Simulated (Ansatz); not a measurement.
Species: H3InO, SMILES `[OH][InH2]` (H–O–In–H torsion 0°) with one electron removed (charge 1, multiplicity 2), formula H3InO.

Problem. How many basis functions does Ansatz (a program for electronic structure) with frozen-core CCSD(T)/def2-TZVPP // B3LYP-D3(BJ)/def2-TZVP use, how many core orbitals are frozen, and how many electrons are correlated?

Solution. 123 basis functions and 5 frozen orbitals, which leaves 21 correlated electrons (filled d shells below the valence shell are correlated). Core time is of the order of minutes.
